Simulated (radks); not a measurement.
The numbers below are computed, except where a source is named.
Task: The lutetium ion Lu68+, [He] 2s1. Level of theory: non-relativistic Kohn-Sham, exchange-only LDA, spin-polarised, spherical densities, point nucleus (a radial shooting solver on a logarithmic mesh with Libxc functionals). Every spin shell is full or empty, so the densities are truly spherical. Functionals are evaluated on that one density, not self-consistently. Rank these exchange functionals by their error against the exact value of the orbitals, and give that value: LDA, B88, PBE, PBEsol, RPBE, PW91, PW86, OPTX, WC, APBE, r2SCAN, MS2, TASK.

Result: Exact: -50.8570 hartree. From best to worst, with 100 (|E| - |E exact|)/|E exact| (equal figures are ties): APBE +0.14, RPBE +0.15, OPTX -0.25, PW86 +0.29, MS2 +0.31, r2SCAN -0.32, B88 -0.41, PW91 -1.09, PBE -1.40, TASK -2.00, WC -3.36, PBEsol -5.61, LDA -13.16.
